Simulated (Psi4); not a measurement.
Pair of molecules, SMILES C#C with SMILES [C-]#[O+], pulled apart as rigid monomers along the line of their centres of mass from the B3LYP-D3(BJ)/def2-TZVP minimum (SMILES order as in the coordinates).
Starting geometry (charge 0, multiplicity 1):
```xyz
6

C     -0.1414     0.6014    -0.4977
C      0.3387    -0.2940     0.1353
H     -0.5667     1.3955    -1.0614
H      0.7613    -1.0850     0.7056
C      0.1063    -0.6880     3.5606
O     -0.4483     0.0429     4.2108
```

Computed with Psi4 with SAPT0/jun-cc-pV(D+d)Z.

| C2···C5 (Å) | electrostatics (kcal/mol) | exchange (kcal/mol) | induction (kcal/mol) | dispersion (kcal/mol) | total |
|---|---|---|---|---|---|
| 3.11 | ___ | 3.84 | -0.50 | -1.31 | 0.07 |
| 3.46 | -0.91 | 1.23 | -0.16 | -0.70 | -0.55 |
| 3.97 | -0.37 | 0.21 | -0.03 | ___ | -0.48 |
| 4.84 | -0.13 | 0.01 | 0.00 | -0.09 | -0.21 |
| 6.22 | -0.04 | 0.00 | 0.00 | -0.02 | -0.06 |

Question: Fill in the missing entries.

Answer: 
- 3.11, electrostatics (kcal/mol): -1.95
- 3.97, dispersion (kcal/mol): -0.30
